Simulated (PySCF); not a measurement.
What an electron can do to BAs

CCSD(T) in PySCF with def2-TZVPPD on every atom, for the lowest determinant that a PBE0 search found; no spin–orbit coupling.

```json
{"species": "BAs", "state (unpaired electrons)": "triplet (σ ↑, π ↑)", "Re (Å)": "1.864", "ωe (cm⁻¹)": "790", "energy of the minimum from the neutral (eV)": "0.00", "De (eV)": "2.73", "dissociates to": "B + As"}
{"species": "BAs⁺", "state (unpaired electrons)": "quartet (σ ↑, π ↑↑)", "Re (Å)": "1.998", "ωe (cm⁻¹)": "577", "energy of the minimum from the neutral (eV)": "8.86", "De (eV)": "2.07", "dissociates to": "B⁺ + As"}
```

Task: Work out the lowest energy to break BAs into atoms, from its vibrational ground state.

Result: D0 = De − ωe/2 = 2.73 − 0.05 = 2.68 eV (CCSD(T)/def2-TZVPPD).

Task: Work out the ionisation energy of the B atom at this level and the threshold of dissociative ionisation.

Result: IE(B) = 8.86 + 2.07 − 2.73 = 8.20 eV, so B⁺ + As + e⁻ appears at D0 + IE(B) = 10.88 eV (CCSD(T)/def2-TZVPPD). The measured IE(B) is 8.298 eV (NIST ASD).

These are thermodynamic thresholds; the onsets seen under electron impact lie higher where the geometry changes, and cross-sections peak well above them.

Correlated steps freeze 10 core orbitals. UHF and ROHF references stand side by side, which adds small steps between rows. Spin–orbit coupling is left out. For an ion De counts to the pair picked by the measured ionisation energies or electron affinities, which need not be the lowest pair at this level. States were picked by a PBE0 search and need not be the measured ground states.
